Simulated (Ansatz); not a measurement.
Ideal-gas functions of AlBrClHS, SMILES `[SH][Al]([Cl])[Br]` at 400 K and 1 bar, from an Ansatz frequency run at PBE0-D4/def2-TZVP.

Molar mass 175.41 g/mol, point group Cs (symmetry number 1), electronic degeneracy 1, moments of inertia 230.294, 415.061, 645.355 u Å². Harmonic wavenumbers (cm⁻¹, unscaled): 113, 121, 184, 270, 315, 531, 602, 684, 2706.

Use S(trans) = R[1.5 ln M + 2.5 ln T − 1.1517]; rotational temperatures θ = 24.2544 K / I; S(rot) = R[ln(√π/σ · √(T³/θAθBθC)) + 1.5]; for each mode x = 1.438777 ν̃/T, S = R[x/(eˣ − 1) − ln(1 − e⁻ˣ)] and H = RT x/(eˣ − 1); 1 cm⁻¹ = 0.0119627 kJ/mol; R = 8.31446 J/(mol·K).

Task: By hand: the entropy, in J/(mol·K).

Result: Translation 179.4. Rotation: θ = 0.1053, 0.0584, 0.0376 K, giving 126.8. Vibration, mode by mode: 15.86, 15.30, 11.90, 8.88, 7.71, 4.09, 3.35, 2.65, 0.01, in all 69.7. Electronic 0.0. Sum 375.9 J/(mol·K).

Task: By hand: H − E and G − E in kJ/mol, counted from the electronic energy.

Result: Zero-point energy ½ × 5526 × 0.0119627 = 33.1; thermal vibration 14.3; translation, rotation and pV give 4 RT = 13.3. H − E = 60.7 kJ/mol, and G − E = 60.7 − 400 × 375.9/1000 = -89.7 kJ/mol.

Vibration gives 19 % of the entropy, 31.2 J/(mol·K) of it from the modes under 150 cm⁻¹: soft modes count most, and the harmonic formula is weakest for them. The sum counts one conformer and one mirror image; others add a mixing term.
